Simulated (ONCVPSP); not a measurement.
# What the settings do to the ONCV potential of Mn

Base potential:

Mn, optimised norm-conserving Vanderbilt (ONCV), made with ONCVPSP 4.0.1 (PBEsol, non-relativistic). Core [Ar], reference 3d5 4s2. Waves: 4s: rc 1.90 bohr, ncon 3, nbas 7, qcut 3.5 1/bohr, 2 projectors, debl 2.1 Ha; p scattering state at 0.4 Ha: rc 1.95 bohr, ncon 3, nbas 7, qcut 4.6 1/bohr, 2 projectors, debl 2.6 Ha; 3d: rc 1.60 bohr, ncon 3, nbas 8, qcut 10.3 1/bohr, 2 projectors, debl 4 Ha. Local part: polynomial inside 1.15 bohr (lpopt 2, dvloc0 1 Ha). Core correction: polynomial model core, fcfact 0.65.

Cutoffs, loose and tight: the cutoffs (Ha) at which the residual kinetic energy of the hardest occupied pseudo-wave falls to 1 and 0.1 mHa per electron. They do not see the model core or the augmentation charge, which bear on the density cutoff. Test errors are all-electron minus pseudo excitation energies from the reference, over the configurations 3d5 4s1; 3d5 4s0; 3d4 4s0; 3d6 4s0. A dash means not determined; rows that change the core or the reference have their own tests.

```csv
change,outcome,"cutoff, loose","cutoff, tight",bound ghosts,GHOST(+) flags above zero,largest test error (meV)
base,generated,38 Ha,44 Ha,none,"s, p",-199
s: nbas 6,generated,38 Ha,44 Ha,none,"s, p",-199
"local potential polynomial inside 1.20 bohr (lpopt 2, dvloc0 0 Ha)",generated,38 Ha,44 Ha,none,"s, p",-199
d: qcut 8.6,generated,31 Ha,35 Ha,none,"s, p",-163
```

Problem. What comes out with this change to the base: core correction none?

Solution. outcome: generated; cutoff, loose: 38 Ha; cutoff, tight: 44 Ha; bound ghosts: none; GHOST(+) flags above zero: s, p; largest test error (meV): +148.

Problem. What comes out with this change to the base: all radii but the core radius scaled by about 1.10 (s 2.10, p 2.16, d 1.76 bohr); local potential polynomial inside 1.26 bohr (lpopt 2, dvloc0 1 Ha)?

Solution. outcome: generated; cutoff, loose: 36 Ha; cutoff, tight: 41 Ha; bound ghosts: none; GHOST(+) flags above zero: s, p; largest test error (meV): -190.

Problem. What comes out with this change to the base: core [Ne] 3s2, valence charge 13; reference 3p6 3d5 4s2; waves now 4s: rc 2.25 bohr, ncon 3, nbas 7, qcut 3 1/bohr, 2 projectors, debl 3.5 Ha; 3p: rc 1.45 bohr, ncon 4, nbas 8, qcut 10.3 1/bohr, 2 projectors, debl 0.7 Ha; 3d: rc 1.25 bohr, ncon 3, nbas 8, qcut 13.4 1/bohr, 2 projectors, debl 0.7 Ha; local potential polynomial inside 0.90 bohr (lpopt 5, dvloc0 6 Ha)?

Solution. outcome: generated, projector energies reset by the program; cutoff, loose: 62 Ha; cutoff, tight: 71 Ha; bound ghosts: none; GHOST(+) flags above zero: s; largest test error (meV): -52 over the solved tests; 2 of 4 tests not solved or not reliable.
